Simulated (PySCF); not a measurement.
Start geometry of `[CH3][Sn]([CH3])([Cl])[Cl]` from GFN2-xTB (Å):
```
atom  x, y, z in Å
C1     1.857   -0.656    0.400
Sn2    0.036    0.617    0.058
C3    -1.918   -0.298   -0.500
Cl4    0.608    2.182   -1.593
Cl5   -0.305    1.887    1.974
H6     1.637   -1.313    1.207
H7     2.670    0.024    0.654
H8     2.079   -1.168   -0.518
H9    -2.626    0.506   -0.587
H10   -2.211   -0.973    0.306
H11   -1.791   -0.834   -1.417
```

Q: What comes out of this run: PySCF, PBE0-D3(BJ)/def2-SVP geometry optimisation, gas phase, def2 core potentials past Kr?

A: 
```
atom  x, y, z in Å
C1     1.693   -0.817    0.474
Sn2    0.100    0.541    0.076
C3    -1.827   -0.059   -0.601
Cl4    0.877    2.099   -1.507
Cl5   -0.244    1.766    2.055
H6     1.406   -1.495    1.289
H7     2.568   -0.226    0.779
H8     1.934   -1.394   -0.429
H9    -2.437    0.849   -0.706
H10   -2.292   -0.733    0.131
H11   -1.741   -0.559   -1.575
```

The energy falls by 19.9 kJ/mol over 11 energy and gradient evaluations, the largest force component goes from 0.0357 to 4.3e-04 Eh/bohr, and the atoms move by 0.070 Å rms after alignment. The bond that changes most is C1–Sn2 (ends: methyl carbon; tin bonded to 2 C and 2 Cl), which shortens by 0.117 Å. Bonds longer at the end by more than 0.005 Å: 8 of 10; shorter: 2. Among the angles that change most is H6–C1–H8, from 113.3° to 110.1°. Rotational constants go from 1767, 1389, 1246 to 1873, 1390, 1250 MHz. The orientation of the end geometry is arbitrary; only internal coordinates are fixed.

The run used 120 basis functions and 69 SCF cycles in all. Time: 64 s of wall time; peak memory 0.52 GiB. Hardware: one thread, Arm Neoverse V2 (aarch64), shared host.

Not checked by PBE0-D3(BJ)/def2-SVP frequencies.
